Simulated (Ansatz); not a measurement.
A structure relaxed at B3LYP-D4/def2-TZVP in Ansatz, charge 0, singlet:

```xyz
6

Hf   -0.384    0.001    0.104
O     0.181   -0.638    1.847
O    -0.090   -1.762    0.859
O     0.815    0.839   -1.179
H    -2.180    0.555   -0.033
H     1.658    1.005   -1.599
```

Problem. Give its formula and point group.

Solution. HfO₃H₂. Point group Cs (tolerance 0.1 Å).

Problem. Summarise the bond lengths by kind (pairs closer than 1.2 times the sum of covalent radii, bridged metal pairs left out).

Solution. 3 × Hf–O 1.94 to 1.95 Å; 1 × O–O 1.52 Å; 1 × H–Hf 1.88 Å; 1 × H–O 0.96 Å. The metal has 4 neighbours: O 1.94 Å, O 1.94 Å, O 1.95 Å, H 1.88 Å.

In the def2 sets Hf takes a core potential; there is no spin–orbit coupling. The structure holds one bond between oxygen atoms, so isomers without such links may lie far lower. The relaxation made no stability test and no search for a lower SCF solution. The structure comes from a short search, and lower isomers may exist.
